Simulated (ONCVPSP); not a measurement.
## PBEsol ONCV dataset for Be, scalar-relativistic all-electron reference.

- Element: beryllium
- Generator: ONCVPSP 4.0.1
- Type: optimised norm-conserving Vanderbilt (ONCV)
- Functional: PBEsol
- Relativity: scalar-relativistic
- Frozen core: [He]
- Valence charge: 2
- Reference configuration: 2s2
- Partial waves: 2s: rc 2.10 bohr, ncon 4, nbas 9, qcut 3.8 1/bohr, 2 projectors, debl 1.2 Ha; p scattering state at 0.03 Ha: rc 2.00 bohr, ncon 4, nbas 7, qcut 3.3 1/bohr, 2 projectors, debl 1.4 Ha
- Local potential: polynomial inside 1.45 bohr (lpopt 5, dvloc0 0 Ha)
- Core correction: Teter function, fcfact 5.25, rcfact 1.3

In the p channel the program set the typed energies aside and used 0.050, 1.450 Ha.

Calculated quality:

- Cutoffs needed: 4.8 Ha and 7.0 Ha (the cutoffs (Ha) at which the residual kinetic energy of the hardest occupied pseudo-wave falls to 1 and 0.1 mHa per electron) The cutoffs count occupied waves only; projector 2 of the p channel, the hardest unoccupied one, needs 12 Ha at the loose tolerance.
- Ghost test: no bound ghost flagged; no localised positive-energy state flagged
- Largest excitation error: -22 meV (all-electron minus pseudo) for 2s0 2p1, out of 4 test configurations
- rms error of d²Exc/dni dnj: 1.21 mHa without and 0.05 mHa with the model core

Generation and tests took about 2.2 s on one core of a shared server CPU.
